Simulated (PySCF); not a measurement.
Order these species by their calculated properties.

Each SMILES stands for a single optimised conformer of the isolated species, non-relativistic unless stated; the electronic structure was computed with PySCF and density fitting.

The conformers computed, where there is a choice (atom-mapped SMILES and torsion angles):
- `[N:1]#[C:2]/[C:3](=[CH:4]\[F:5])[CH2:6][SiH3:7]`: C2–C3–C6–Si7 76°
- `[CH:1]#[C:2][CH2:3][PH:4][CH2:5][CH3:6]`: C2–C3–P4–C5 -61°, C3–P4–C5–C6 -49°
- `[CH2:1]=[CH:2][CH2:3][PH:4][CH:5]=[CH2:6]`: C1–C2–C3–P4 112°, C2–C3–P4–C5 -168°, C3–P4–C5–C6 118°
- `[F:1]/[CH:2]=[C:3](/[Cl:4])[O:5][CH2:6][F:7]`: C2–C3–O5–C6 -140°, C3–O5–C6–F7 69°
- `[CH3:1][N:2]([CH3:3])[C:4](=[O:5])[CH2:6][CH2:7][F:8]`: C1–N2–C4–O5 -3°, N2–C4–C6–C7 -176°, C4–C6–C7–F8 180°
- `[CH3:1][CH2:2][P@@:3]1(=[S:4])[CH2:5][C@H:6]1[SiH3:7]`: C1–C2–P3–S4 65°
- `[CH3:1][CH:2]([CH3:3])[P@@H:4]([CH3:5])=[S:6]`: C1–C2–P4–C5 -70°

(1) Rank by HOMO–LUMO gap, highest first (CAM-B3LYP/def2-SVPD at GFN2-xTB geometries).
A. `F/C=C(/Cl)OCF`
B. `C=CCPC=C`
C. `[SiH3][Si]([SiH3])([SiH3])[SiH3]`
D. `C#CCPCC`
E. `CN(C)C(=O)CCF`
F. `N#C/C(=C\F)C[SiH3]`

(2) Rank by HOMO energy, lowest first (CAM-B3LYP/def2-SVPD at GFN2-xTB geometries).
A. `C#CCPCC`
B. `P(C=C)CC=C`
C. `CC[P@@]1(=S)C[C@H]1[SiH3]`
D. `[SiH3][Si]([SiH3])([SiH3])[SiH3]`
E. `N#C/C(=C\F)C[SiH3]`
F. `C#CP(=C)(C)C`

(3) By how much do the two ends of that ranking differ?

(4) Rank by electronic spatial extent ⟨r²⟩ about the centre of nuclear charge, highest first (CAM-B3LYP/def2-SVPD at GFN2-xTB geometries).
A. `CC[P@@]1(=S)C[C@H]1[SiH3]`
B. `C=CCPC=C`
C. `C#CCPCC`
D. `C#CP(=C)(C)C`
E. `[SiH3][Si]([SiH3])([SiH3])[SiH3]`
F. `CC([P@H](=S)C)C`

(5) Rank by lowest singlet excitation, lowest first (TDDFT CAM-B3LYP/def2-SVPD at GFN2-xTB geometries).
A. `C=CCPC=C`
B. `C#CCPCC`
C. `C#CP(=C)(C)C`
D. `[SiH3][Si]([SiH3])([SiH3])[SiH3]`

(6) Rank by dipole moment, lowest first (CAM-B3LYP/def2-SVPD at GFN2-xTB geometries).
A. `C#CCPCC`
B. `CC[P@@]1(=S)C[C@H]1[SiH3]`
C. `C#CP(=C)(C)C`
D. `[SiH3][Si]([SiH3])([SiH3])[SiH3]`

(7) By how much do the two ends of that ranking differ?

(8) Rank by smallest rotational constant, lowest first (GFN2-xTB).
A. `CC(C)[P@@H](C)=S`
B. `C#CCPCC`
C. `N#C/C(=C\F)C[SiH3]`
D. `CC[P@@]1(=S)C[C@H]1[SiH3]`
E. `C#CP(=C)(C)C`
F. `C=CCPC=C`

(9) Give the two extremes of that set in cm⁻¹.

Results:

(1) C (10.04 eV), A (9.60 eV), E (9.47 eV), D (9.35 eV), B (8.78 eV), F (8.62 eV).

(2) D (-9.43 eV), E (-9.04 eV), A (-8.20 eV), B (-7.93 eV), C (-7.50 eV), F (-6.61 eV).

(3) By 2.82 eV, between `C#CP(=C)(C)C` and `[SiH3][Si]([SiH3])([SiH3])[SiH3]`.

(4) E (1711 bohr²), A (1533 bohr²), B (1007 bohr²), F (990 bohr²), C (823 bohr²), D (759 bohr²).

(5) C (4.42 eV), A (5.80 eV), B (6.38 eV), D (6.79 eV).

(6) D (0.00 D), A (1.29 D), C (3.31 D), B (4.34 D).

(7) By 4.34 D, between `CC[P@@]1(=S)C[C@H]1[SiH3]` and `[SiH3][Si]([SiH3])([SiH3])[SiH3]`.

(8) D (0.812 GHz), C (1.060 GHz), F (1.234 GHz), A (1.434 GHz), B (1.613 GHz), E (2.090 GHz).

(9) `CC[P@@]1(=S)C[C@H]1[SiH3]`: 0.0271 cm⁻¹; `C#CP(=C)(C)C`: 0.0697 cm⁻¹.
